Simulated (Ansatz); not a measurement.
`[CH2][GeH2][Cl]` radical. The species carries charge 0 and has multiplicity 2.

Z-matrix (Å, degrees):
```
Ge
Cl 1 2.170
C 1 1.911 2 108.2
H 1 1.533 2 105.9 3 120.3
H 1 1.533 2 105.8 3 -120.3
H 3 1.084 1 121.7 2 -86.9
H 3 1.084 1 121.7 2 87.8
```

(1) List the harmonic frequencies (cm⁻¹, unscaled) at PBE0-D4/def2-TZVP in Ansatz. (An estimate is asked.)

(2) Is this a minimum?

(3) Give the ideal-gas thermochemistry at 298.15 K and 1 bar (rigid rotor, harmonic oscillator; point group Cs, symmetry number 1).

Answers

(1) The calculation gave: 81, 169, 408, 454, 558, 633, 667, 769, 812, 865, 1381, 2174, 2181, 3156, 3266.

(2) Yes, all 15 modes are real.

(3) Zero-point energy 105.1 kJ/mol; H(298) − E = 122.0 kJ/mol; entropy 322.9 J/(mol·K), of which translation 169.0, rotation 106.6, vibration 41.5, electronic 5.8; G(298) − E = 25.7 kJ/mol. Modes under 100 cm⁻¹ are hindered rotations or soft bends, so the harmonic entropy is rough.
